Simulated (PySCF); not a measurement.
## Chromium: a sound run and one with changed settings

Sound run: Cr⁺ [Ar] 3d5, Cr²⁺ [Ar] 3d4. Calculation: PySCF 2.14, in def2-SVP; the non-relativistic Hamiltonian (point nucleus). In the sound run the correlated levels freeze [Ar]. The sound run starts from symmetry-adapted Hartree-Fock orbitals and uses a fine grid where one is needed.

Changed run: scalar relativity by spin-free X2C-1e. This setting is unsound on purpose.

```json
{"species": "Cr⁺", "method": "UHF", "sound run (hartree)": "-1042.98265", "changed run (hartree)": "-1048.26576", "converged": "yes"}
{"species": "Cr⁺", "method": "M06-2X", "sound run (hartree)": "-1043.99258", "changed run (hartree)": "-1049.27494", "converged": "yes"}
{"species": "Cr⁺", "method": "PBE", "sound run (hartree)": "-1043.79072", "changed run (hartree)": "-1049.07325", "converged": "yes"}
{"species": "Cr⁺", "method": "MP2", "sound run (hartree)": "-1043.02889", "changed run (hartree)": "-1048.31208", "converged": "yes"}
{"species": "Cr²⁺", "method": "UHF", "sound run (hartree)": "-1042.41987", "changed run (hartree)": "-1047.70438", "converged": "yes"}
{"species": "Cr²⁺", "method": "M06-2X", "sound run (hartree)": "-1043.38319", "changed run (hartree)": "-1048.66712", "converged": "yes"}
{"species": "Cr²⁺", "method": "PBE", "sound run (hartree)": "-1043.14988", "changed run (hartree)": "-1048.43376", "converged": "yes"}
{"species": "Cr²⁺", "method": "MP2", "sound run (hartree)": "-1042.43944", "changed run (hartree)": "-1047.72395", "converged": "yes"}
```

Ionisation energy of Cr⁺:

```csv
method,sound run (eV),changed run (eV)
UHF,15.314,15.276
M06-2X,16.582,16.539
PBE,17.438,17.401
MP2,16.040,16.004
SCS-MP2,15.556,15.519
```

Most of the change in total energy is the relativistic energy itself. On top of that the contraction fixes the core shape for the Hamiltonian it was made with, so the changed run is not a good calculation with the other Hamiltonian either.

For comparison, NIST gives 16.486 eV between the lowest levels.
